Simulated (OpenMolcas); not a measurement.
**C: the spin-orbit constant, worked from levels**

- Program: OpenMolcas
- Basis: ANO-R2 [4s4p2d1f]
- Scalar Hamiltonian: X2C, finite nucleus
- Active space: 4 electrons in 9 orbitals (RAS2 2s 2p; RAS3 3d, at most 2 electrons)
- State averaging: 2S+1 = 3 even, 3 roots; 2S+1 = 1 even, 6 roots; 2S+1 = 5 odd, 1 root; 2S+1 = 3 odd, 8 roots
- Spin-orbit coupling: RASSI with atomic mean-field integrals over the reference wave functions, term energies averaged over their components

Methods: RASSCF; SS-RASPT2, IPEA 0.25 Eh, imaginary shift 0.1 Eh (closed shells correlated: 1s). Measured levels: NIST Handbook of Basic Atomic Spectroscopic Data.

**The spin-orbit constant.** For the Hund term 3P of p2, E(J) = (A/2) J(J+1) + constant and ζ = 2S·A = 2A. From J = 0 to J = 2 the energy changes by 3 A.

```json
{"Source": "RASSCF", "E(2) - E(0)": "44.1", "A": "14.7", "ζ": "29"}
{"Source": "SS-RASPT2", "E(2) - E(0)": "44.1", "A": "14.7", "ζ": "29"}
{"Source": "measured", "E(2) - E(0)": "43.4", "A": "14.5", "ζ": "29"}
```

All in cm-1. SS-RASPT2 is off by +1.6 % and RASSCF by +1.6 %. Both methods take the spin-orbit matrix elements from the reference wave functions, so the second can move ζ only through the term energies and any multistate remixing. Second-order mixing with other terms is absorbed into this ζ.

Active for correlation alone: 3d; no level in the range computed is led by a configuration that fills it, so any true level of that kind is missing. Without dynamic correlation excited terms often stand tens of per cent too high (terms of higher spin than the ground term too low), and those without a measured partner can miss by more than the paired ones (holds for RASSCF). Measured partners are found by configuration, term and J. A level has none where our copy of the source lacks it or the pairing is in doubt (some pairs that miss far off the trend of their configuration count as doubtful), and it then counts in no deviation. Only configurations of the active space appear.
